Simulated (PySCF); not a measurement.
From a log to its input

A PySCF 2.14 run on the atoms Ga 0 0 0; H 0 0 1.706 (angstrom) printed this (some set-up lines and the per-cycle HOMO/LUMO lines with their warnings removed):

```
PySCF version 2.14.0

[INPUT] verbose = 4
[INPUT] num. atoms = 2
[INPUT] num. electrons = 31
[INPUT] charge = 1
[INPUT] spin (= nelec alpha-beta = 2S) = 1
[INPUT] symmetry False subgroup None
[INPUT] Mole.unit = angstrom

nuclear repulsion = 9.61576409057444
number of shells = 9
number of NR pGTOs = 84
number of NR cGTOs = 32
basis = cc-pvdz-dk
ecp = {}

******** <class 'pyscf.solvent._attach_solvent.PCMsfX2C1eUKS'> ********
method = PCMsfX2C1eUKS
initial guess = minao
damping factor = 0
level_shift factor = 0
DIIS = <class 'pyscf.scf.diis.CDIIS'>
diis_start_cycle = 1
diis_space = 8
diis_damp = 0
SCF conv_tol = 1e-09
SCF conv_tol_grad = None
SCF max_cycles = 50
direct_scf = True
direct_scf_tol = 1e-13
number electrons alpha = 16  beta = 15
XC library pyscf.dft.libxc version 7.0.0
    S. Lehtola, C. Steigemann, M. J.T. Oliveira, and M. A.L. Marques.,  SoftwareX 7, 1–5 (2018)
XC functionals = revtpss
    J. P. Perdew, A. Ruzsinszky, G. I. Csonka, L. A. Constantin, and J. Sun.,  Phys. Rev. Lett. 103, 026403 (2009)
    J. P. Perdew, A. Ruzsinszky, G. I. Csonka, L. A. Constantin, and J. Sun.,  Phys. Rev. Lett. 106, 179902 (2011)
    J. P. Perdew, A. Ruzsinszky, G. I. Csonka, L. A. Constantin, and J. Sun.,  Phys. Rev. Lett. 103, 026403 (2009)
    J. P. Perdew, A. Ruzsinszky, G. I. Csonka, L. A. Constantin, and J. Sun.,  Phys. Rev. Lett. 106, 179902 (2011)
radial grids:
    Treutler-Ahlrichs [JCP 102, 346 (1995); DOI:10.1063/1.469408] (M4) radial grids

becke partition: Becke, JCP 88, 2547 (1988); DOI:10.1063/1.454033
pruning grids: <function nwchem_prune>
grids dens level: 3
symmetrized grids: False
atomic radii adjust function: <function treutler_atomic_radii_adjust>
small_rho_cutoff = 0

******** <class 'pyscf.x2c.sfx2c1e.SpinFreeX2CHelper'> ********
approx = 1e
xuncontract = 1
******** <class 'pyscf.solvent.pcm.PCM'> (In testing) ********

WARN: PCM is an experimental feature. It is still in testing.
Features and APIs may be changed in the future.

lebedev_order = 29 (302 grids per sphere)
eps = 20.5
frozen = False
Set gradient conv threshold to 3.16228e-05
tot grids = 30712
PCM E_diel = -0.000315675965083782
Solvent Energy = -0.000315675965083782
init E= -1943.71773433908

PCM E_diel = -0.117961147328408
Solvent Energy = -0.117961147328408
cycle= 1 E= -1943.5895458189  delta_E= 0.128  |g|= 0.265  |ddm|= 0.717
PCM E_diel = -0.112267296368405
Solvent Energy = -0.112267296368405
cycle= 2 E= -1943.61373690068  delta_E= -0.0242  |g|= 0.188  |ddm|= 0.693
PCM E_diel = -0.112737129434676
Solvent Energy = -0.112737129434676
cycle= 3 E= -1943.63354900155  delta_E= -0.0198  |g|= 0.00993  |ddm|= 0.242
PCM E_diel = -0.112673198545622
Solvent Energy = -0.112673198545622
cycle= 4 E= -1943.63376203321  delta_E= -0.000213  |g|= 0.00502  |ddm|= 0.0285
PCM E_diel = -0.112661391909505
Solvent Energy = -0.112661391909505
cycle= 5 E= -1943.63380243869  delta_E= -4.04e-05  |g|= 0.00116  |ddm|= 0.0131
PCM E_diel = -0.112639616355107
Solvent Energy = -0.112639616355107
cycle= 6 E= -1943.63380658683  delta_E= -4.15e-06  |g|= 0.000309  |ddm|= 0.00451
PCM E_diel = -0.112639178294217
Solvent Energy = -0.112639178294217
cycle= 7 E= -1943.63380672315  delta_E= -1.36e-07  |g|= 4.1e-05  |ddm|= 0.000848
PCM E_diel = -0.112638665430332
Solvent Energy = -0.112638665430332
cycle= 8 E= -1943.63380672581  delta_E= -2.66e-09  |g|= 3.78e-06  |ddm|= 0.00012
PCM E_diel = -0.112638659504502
Solvent Energy = -0.112638659504502
cycle= 9 E= -1943.63380672583  delta_E= -1.82e-11  |g|= 1.54e-07  |ddm|= 9.29e-06
PCM E_diel = -0.112638657406084
Solvent Energy = -0.112638657406084
Extra cycle  E= -1943.63380672583  delta_E= -2.27e-13  |g|= 6.28e-08  |ddm|= 3.46e-07
converged SCF energy = -1943.63380672583  <S^2> = 0.7625105  2S+1 = 2.0124716
**** SCF Summaries ****
Total Energy =                       -1943.633806725831164
Nuclear Repulsion Energy =               9.615764090574443
One-electron Energy =                -2716.565520071339051
Two-electron Energy =                  763.428587912339481
Two-electron Coulomb Energy =          839.067121741006531
DFT Exchange-Correlation Energy =      -75.638533828667036
**** MO energy ****
                             alpha | beta                alpha | beta
[5 lines left out]
MO #6   energy= -5.59167513624384  | -5.59073621849917  occ= 1 | 1
MO #7   energy= -3.75511089179057  | -3.75409293708689  occ= 1 | 1
MO #8   energy= -3.75511089178503  | -3.75409293708143  occ= 1 | 1
MO #9   energy= -3.74920805227852  | -3.74783066795553  occ= 1 | 1
MO #10  energy= -0.797754913863486 | -0.795468328593565 occ= 1 | 1
MO #11  energy= -0.797754899578334 | -0.795468322822435 occ= 1 | 1
MO #12  energy= -0.79535582170153  | -0.7906948782802   occ= 1 | 1
MO #13  energy= -0.793703413850264 | -0.790552054255898 occ= 1 | 1
MO #14  energy= -0.793703413837812 | -0.790552054243375 occ= 1 | 1
MO #15  energy= -0.45491316942481  | -0.411284094518475 occ= 1 | 1
MO #16  energy= -0.294799387730205 | -0.208724638218499 occ= 1 | 0
MO #17  energy= -0.12084016201775  | -0.104159843733183 occ= 0 | 0
MO #18  energy= -0.120840162002435 | -0.104159843718088 occ= 0 | 0
MO #19  energy= 0.00345937352205983 | 0.0503175598360726 occ= 0 | 0
[13 lines left out]

To work with the spin densities directly, `use mulliken_meta_spin()` only printing them here.

 ** Mulliken spin pop alpha/beta on meta-lowdin orthogonal AOs **
 ** Mulliken Spin Density (per AO)  **
 ** Mulliken Spin Density (per atom)  **
spin density of  0 Ga =      0.54870
spin density of  1 H =      0.45130
 ** Mulliken pop alpha/beta on meta-lowdin orthogonal AOs **
 ** Mulliken pop       alpha | beta **
pop of  0 Ga 1s        1.00000 | 1.00000
pop of  0 Ga 2s        0.99999 | 0.99996
pop of  0 Ga 3s        0.99955 | 0.99869
pop of  0 Ga 4s        0.92467 | 0.73247
pop of  0 Ga 5s        0.00996 | 0.00811
pop of  0 Ga 2px       1.00000 | 1.00000
pop of  0 Ga 2py       1.00000 | 1.00000
pop of  0 Ga 2pz       1.00000 | 1.00000
pop of  0 Ga 3px       0.99998 | 0.99998
pop of  0 Ga 3py       0.99998 | 0.99998
pop of  0 Ga 3pz       0.99999 | 0.99998
pop of  0 Ga 4px       0.00003 | 0.00006
[20 lines left out]
In total            16.00000 | 15.00000
 ** Mulliken atomic charges   ( Nelec_alpha | Nelec_beta ) **
charge of  0Ga =      0.89162  (    15.32854     14.77984 )
charge of  1H =      0.10838  (     0.67146      0.22016 )
Dipole moment(X, Y, Z, Debye): -0.00000,  0.00000,  0.50215
orbital energies (hartree): [array([-0.7937, -0.4549, -0.2948, -0.1208, -0.1208,  0.0035]), array([-0.7906, -0.7906, -0.4113, -0.2087, -0.1042, -0.1042])]
```

Task: Write the input that gave this log.

Result: The input was:

```python
from pyscf import gto, dft, solvent

mol = gto.M(
    atom='Ga 0 0 0; H 0 0 1.706',
    basis='cc-pvdz-dk',
    charge=1,
    spin=1,
    verbose=4,
)
mf = dft.UKS(mol, xc='revtpss')
mf = mf.sfx2c1e()
mf = solvent.PCM(mf)
mf.with_solvent.eps = 20.5
mf.kernel()
mf.analyze()
print('orbital energies (hartree):', [e[max(0, n-3):n+3].round(4) for e, n in zip(mf.mo_energy, mol.nelec)])
```

The bond length is a typed value, not an optimised one. The dipole of an ion depends on the origin. No search for the lowest solution was made.
